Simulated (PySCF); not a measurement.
C5H5F2O (doublet state).
Cartesian coordinates in Å at the GFN2-xTB level; atoms count from 1:
```
atom  x, y, z in Å
F1    -2.4122    1.3393   -0.2425
C2    -1.6644    0.3135    0.2156
F3    -2.4189   -0.7992    0.0761
C4    -0.3538    0.1749   -0.5972
C5     0.3981   -1.0684   -0.2493
C6     1.6019   -0.6713    0.2907
C7     1.6457    0.7058    0.2744
O8     0.5141    1.2430   -0.2598
H9    -1.4717    0.4747    1.2864
H10   -0.6317    0.2540   -1.6606
H11    0.0099   -2.0532   -0.3953
H12    2.3804   -1.3116    0.6543
H13    2.3983    1.3992    0.5894
```

The hyperfine couplings belong to this conformer and change with its torsions.

The species is `[C@H]1([CH]C=CO1)C(F)F` [radical].

Method: PySCF 2.14.0, UKS B3LYP, pcH-1 on C F H O, non-relativistic, mean-field spin-orbit, GIAO. One conformer (not necessarily the lowest) at the GFN2-xTB geometry, without solvent, vibrations or thermal averaging. The geometry wasn't refined by DFT: couplings that depend on bond lengths, twists or pyramidal angles can differ widely from those at the functional's own minimum. The SCF solution wasn't tested for stability.

Question: Predict the first-order ENDOR lines of F1, H10, H11, H13, H12 and H9 under fast tumbling at B = 1217.8 mT (Q band).

Answer: For S = 1/2 in fast tumbling each set of equivalent nuclei gives two lines, ν± = |νn ± a/2| to first order, with νn = g_N μN B/h and μN/h = 7.62259 MHz/T.

```csv
nuclei,isotope,g_N,νn (MHz),a_iso (MHz),lower line (MHz),upper line (MHz)
F1,19F,5.2577,48.81,2.80,47.40,50.21
H10,1H,5.5857,51.85,104.84,0.57,104.27
H11,1H,5.5857,51.85,-40.72,31.49,72.21
H13,1H,5.5857,51.85,-40.42,31.64,72.06
H12,1H,5.5857,51.85,8.18,47.76,55.94
H9,1H,5.5857,51.85,-2.59,50.56,53.14
```

Question: Which pairs are centred on the nuclear Larmor frequency, and which on half the coupling?

Answer: Centred on νn, since |a| < 2νn: F1, H11, H13, H12 and H9. Centred on |a|/2 and split by 2νn: H10.
